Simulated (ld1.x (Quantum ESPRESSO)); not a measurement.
# boron (B): one change to a PAW potential, before and after

- Element: boron (B)
- Generator: ld1.x (Quantum ESPRESSO) 7.5
- Type: PAW
- Functional: LDA (PZ)
- Relativity: scalar-relativistic
- Frozen core: [He]
- Valence charge: 3
- Reference configuration: 2s2 2p1
- Partial waves: 2s (bound): rcut 0.90, rcutus 1.25 bohr; 2s channel at 1.65 Ry: rcut 0.90, rcutus 1.25 bohr; 2p (bound): rcut 2.10, rcutus 2.60 bohr; 2p channel at 0.55 Ry: rcut 2.10, rcutus 2.60 bohr; 3d channel at -0.1 Ry: rcut 1.80, rcutus 2.20 bohr
- Local potential: all-electron potential smoothed inside 1.45 bohr (lloc = -2)
- Core correction: a·sin(br)/r model core inside 1.15 bohr
- Augmentation charge: PSQ, inside the norm-conserving radii

All-electron outer shells of the reference configuration (LDA (PZ), scalar-relativistic, ld1.x):

| shell | level (eV) | outermost node (bohr) | outermost maximum (bohr) |
| --- | --- | --- | --- |
| 1s | -178.66 | – | 0.21 |
| 2s | -9.39 | 0.46 | 1.52 |
| 2p | -3.72 | – | 1.55 |

Change: waves 2p (bound): rcut 1.96, rcutus 2.08 bohr; 2p channel at 0.55 Ry: rcut 1.96, rcutus 2.08 bohr.

Cutoffs: the cutoffs (Ry, on a coarse ladder) from which the occupation-weighted sum of valence levels, in a spherical-Bessel basis at the reference potential, stays within 10 and 1 mRy of its value at 400 Ry; they do not see the model core or the augmentation charge, which bear on the density cutoff. Errors are all-electron minus pseudo energies relative to the spin-unpolarised reference configuration.

Q: How do hardness, ghosts and transferability respond?

A: The potential gets neither clearly harder nor softer (18 Ry and 25 Ry → 18 Ry and 25 Ry); the s channel sets the loose cutoff, while the largest relative change is in p, which becomes harder; of the 9 tests that both files solve, the error grows in 0 and shrinks in 1 by more than 15 % and 0.3 meV (median size 0.3 → 0.5 meV); neither file shows a bound ghost.

| quantity | base | changed |
| --- | --- | --- |
| cutoff, loose | 18 Ry | 18 Ry |
| cutoff, tight | 25 Ry | 25 Ry |
| loose cutoff by channel (10 mRy a level) | s 15 Ry, p 6 Ry | s 15 Ry, p 15 Ry |
| bound ghosts | none | none |
| error for 2s2 2p0, meV [ΔE 8.33 eV] | 0.0 | -0.2 |
| error for 2s1 2p0, meV [ΔE 33.63 eV] | -7.8 | -7.2 |
| error for 2s2 2p0.5, meV [ΔE 2.94 eV] | 0.0 | 0.0 |
| error for 2s1 2p1, meV [ΔE 14.28 eV] | -2.5 | -1.6 |
| error for 2s1 2p2, meV [ΔE 5.69 eV] | -0.2 | -0.5 |
| error for 2s2 2p1.3, meV [ΔE -0.77 eV] | +0.1 | 0.0 |
| error for 2s0 2p3, meV [ΔE 11.40 eV] | -2.2 | -2.2 |
| error for 2s2 2p1 (spin-polarised), meV [ΔE -0.23 eV] | -0.3 | -0.1 |
| error for 2s1 2p0 (spin-polarised), meV [ΔE 32.90 eV] | -9.7 | -9.5 |
| lowest overlap eigenvalue by channel | s 0.55, p 0.75, d 0.59 | s 0.55, p 0.91, d 0.59 |
